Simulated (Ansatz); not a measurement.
The first iterations of a band of CH₉BSSi₂ (14 atoms, charge 0, multiplicity 1).

The calculation used RKS LDA/def2-SVP (Ansatz).

```
movable images  : 8
climbing image  : no
spring          : 5.0 eV/Å²
optimiser       : quadratic models (default)
start path      : through a guess of the saddle point
force threshold : 0.05 eV/Å
iteration limit : 60
end points      : relaxed
```

First end point:

```xyz
14
Properties=species:S:1:pos:R:3
B -2.004 0.481 1.699
S -0.291 0.504 2.133
Si 0.397 -1.207 0.960
Si 0.308 -0.498 -1.257
C 1.272 1.103 -1.383
H -2.699 1.346 2.198
H -2.456 -0.366 0.947
H 1.808 -1.477 1.419
H -0.460 -2.398 1.294
H 0.852 -1.551 -2.191
H -1.150 -0.279 -1.581
H 1.150 1.567 -2.385
H 2.354 0.927 -1.208
H 0.907 1.820 -0.616
```

Last end point:

```xyz
14
Properties=species:S:1:pos:R:3
B -0.667 0.338 2.062
S -2.110 0.578 0.808
Si -0.906 -1.062 0.391
Si 0.468 -0.711 -1.454
C 0.911 1.099 -1.346
H -0.989 -0.137 3.140
H 0.194 1.204 2.008
H 0.152 -0.669 1.597
H -1.353 -2.424 0.851
H 1.662 -1.631 -1.417
H -0.345 -1.035 -2.682
H 1.405 1.459 -2.273
H 1.587 1.284 -0.485
H -0.023 1.677 -1.173
```

| iteration | highest image above the first end (eV) | largest band force component (eV/Å) |
| --- | --- | --- |
| 1 | 23.434 | 110.881 |
| 2 | 7.876 | 38.117 |
| 3 | 3.673 | 20.800 |
| 4 | 1.736 | 8.991 |
| 5 | 1.066 | 6.640 |

Task: Does the band converge within its limit, and where does its top end?

Result: The forces met the threshold. It ended after 15 iterations with the highest image 0.608 eV above the first end. No image climbed, so the highest image needn't sit at the top of the path.

Run time: 3 min on 2 threads of Arm Neoverse V2 (shared host), peak memory 0.17 GiB.
